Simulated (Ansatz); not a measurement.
H₅PSSn, SMILES `[PH2][SnH2][SH]`, 8 atoms. The species carries charge 0 and has multiplicity 1. Correlated methods include outer-core shells of Sn, which these sets cover unevenly. Sn takes the def2 core potential. All runs use 2 threads of an AMD EPYC 7B13 on a shared host. Correlated methods freeze the cores.

Problem. How many basis functions does each run have, and how long does it take in Ansatz? RHF-CCSD(T)/def2-TZVPP energy; RKS PBE0-D4/def2-SVP energy; RHF-MP2/def2-QZVPP energy; RKS PBE0-D4/def2-TZVP frequencies; RKS ωB97M-V/def2-QZVPP energy; direct RPA on PBE orbitals/def2-TZVPP energy; RKS ωB97M-V/def2-SVP energy; RKS PBE0-D4/def2-TZVP relaxation (15 steps); RKS ωB97X-V/def2-TZVPP energy; RKS PBE0-D4/def2-QZVPP energy; RHF-CCSD(T)/def2-SVP energy; RKS r2SCAN0-D4/def2-TZVPP energy. (Best estimate.)

Solution. Ansatz gave: Other jobs shared the machine, so times are rough.

| level | job | functions | wall time | peak host memory (GiB) |
| --- | --- | --- | --- | --- |
| RKS PBE0-D4/def2-SVP | energy | 87 | 1.4 s | 0.39 |
| RHF-CCSD(T)/def2-SVP | energy | 87 | 3.2 s | 0.39 |
| direct RPA on PBE orbitals/def2-TZVPP | energy | 204 | 4.9 s | 0.43 |
| RKS r2SCAN0-D4/def2-TZVPP | energy | 204 | 5.5 s | 0.52 |
| RKS ωB97M-V/def2-SVP | energy | 87 | 5.5 s | 0.39 |
| RKS ωB97X-V/def2-TZVPP | energy | 204 | 8 s | 0.6 |
| RKS PBE0-D4/def2-QZVPP | energy | 372 | 8.5 s | 1.2 |
| RHF-MP2/def2-QZVPP | energy | 372 | 17 s | 1.5 |
| RKS ωB97M-V/def2-QZVPP | energy | 372 | 19 s | 1.3 |
| RKS PBE0-D4/def2-TZVP | relaxation (15 steps) | 154 | 50 s | 0.42 |
| RHF-CCSD(T)/def2-TZVPP | energy | 204 | 78 s | 2.6 |
| RKS PBE0-D4/def2-TZVP | frequencies | 154 | 120 s | 0.43 |
